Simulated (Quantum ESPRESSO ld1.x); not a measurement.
Question: Tc+, 42 electrons, occupied as [Kr] 4d5 5s1. Method: Dirac Kohn-Sham, PBEsol, spin-unpolarised, spherical densities, point nucleus; open shells fill j = l - 1/2 first; computed with ld1.x of Quantum ESPRESSO 7.5.

Spin-orbit splittings of the eigenvalues, e(l+1/2) - e(l-1/2), with zeta = 2 splitting/(2l+1) and mean radii in bohr:

shell  occ.  splitting (eV)  zeta (eV)  <r> j=l-1/2  <r> j=l+1/2
2p        6               ?          ?       0.1271       0.1318
3p        6           19.76      13.17       0.4093       0.4199
3d       10           3.800      1.520       0.3971       0.4006
4p        6           2.956      1.971        1.152        1.183
4d        5          0.2949     0.1180        1.664        1.682
5p        0          0.2334     0.1556        3.758        3.851

Estimate the 2p splitting.

Answer: 118.1 eV (zeta = 78.76 eV).
